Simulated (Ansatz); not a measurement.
Mg₈O₈ (started as a model of: 2x2x4 MgO rock-salt block), relaxed as a singlet with RKS r2SCAN-D4/def2-SVP in Ansatz, starting from the GFN2-xTB geometry. Force threshold 0.03 eV/Å.

Start:

```xyz
16

Mg   -1.829   -1.425   -2.077
O    -0.913   -1.451   -0.429
Mg    0.070   -1.240    1.141
O     1.062   -1.111    2.792
O    -2.612    0.330   -1.796
Mg   -1.616    0.461   -0.148
O    -0.729    0.625    1.485
Mg    0.375    0.692    3.012
O    -0.323   -0.728   -3.085
Mg    0.663   -0.590   -1.433
O     1.692   -0.495    0.118
Mg    2.522   -0.301    1.799
Mg   -1.065    1.034   -2.736
O    -0.053    1.321   -1.172
Mg    0.881    1.369    0.441
O     1.876    1.508    2.088
```

| step | energy (eV) | largest force component (eV/Å) | SCF passes |
| --- | --- | --- | --- |
| 1 | -59915.9270 | 0.919 | 21 |
| 2 | -59916.1836 | 0.358 | 23 |
| 3 | -59916.2957 | 0.032 | 23 |
| 4 | -59916.2960 | 0.007 | 26 |

Force components are those of the run's own axes.

End:

```xyz
16

Mg   -1.858   -1.418   -2.133
O    -0.934   -1.484   -0.440
Mg    0.082   -1.284    1.196
O     1.099   -1.123    2.868
O    -2.671    0.331   -1.858
Mg   -1.682    0.478   -0.168
O    -0.744    0.639    1.518
Mg    0.417    0.692    3.060
O    -0.352   -0.740   -3.166
Mg    0.679   -0.613   -1.500
O     1.731   -0.505    0.122
Mg    2.544   -0.291    1.860
Mg   -1.102    1.017   -2.787
O    -0.053    1.350   -1.200
Mg    0.922    1.420    0.471
O     1.924    1.532    2.156
```

By distances, no bond broke or formed. The bond that changes most is Mg10–O11, from 1.86 to 1.94 Å (atoms count from 1).

No frequencies were taken in this run, so the end may be a saddle point.

Run time 66 s (4 threads of Arm Neoverse V2 on a shared host), peak host memory 0.67 GiB.
